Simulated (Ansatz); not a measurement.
Species: sum formula H₄SiNO₂, charge 0, multiplicity 2. It need not be the lowest isomer of its formula. SMILES: N[Si](O)O
Coordinates optimised at B3LYP-D3(BJ)/def2-TZVP (Ansatz, a program for electronic structure):
```
Si
O 1 1.6581
H 2 0.9607 1 116.45
O 1 1.6581 2 115.94 3 91.30
H 4 0.9607 1 116.45 2 -91.30
N 1 1.7058 2 104.19 3 -154.87
H 6 1.0070 1 121.18 2 42.05
H 6 1.0070 7 112.92 1 -155.92
```
Charge 0, spin multiplicity 2.

Computed values are from Ansatz. Correlated levels leave the core frozen unless marked. UHF or UKS for open shells. Spin-orbit coupling is left out. Non-relativistic. Basis-set limits of correlation are two-point, X^-3; Hartree-Fock from the larger set.

Task: What is the atomisation energy De at CCSD(T)/CBS(cc-pV(T+d)Z,cc-pV(Q+d)Z)?

Result: 2969.1 kJ/mol.

Task: What is the dipole moment at CCSD(T)/aug-cc-pV(D+d)Z?

Result: 1.68 D.

Task: What is the total energy at CCSD(T)/CBS(cc-pV(T+d)Z,cc-pV(Q+d)Z)?

Result: -496.6079 Eh.

Task: What is the T1 diagnostic at CCSD/cc-pV(Q+d)Z?

Result: 0.014.
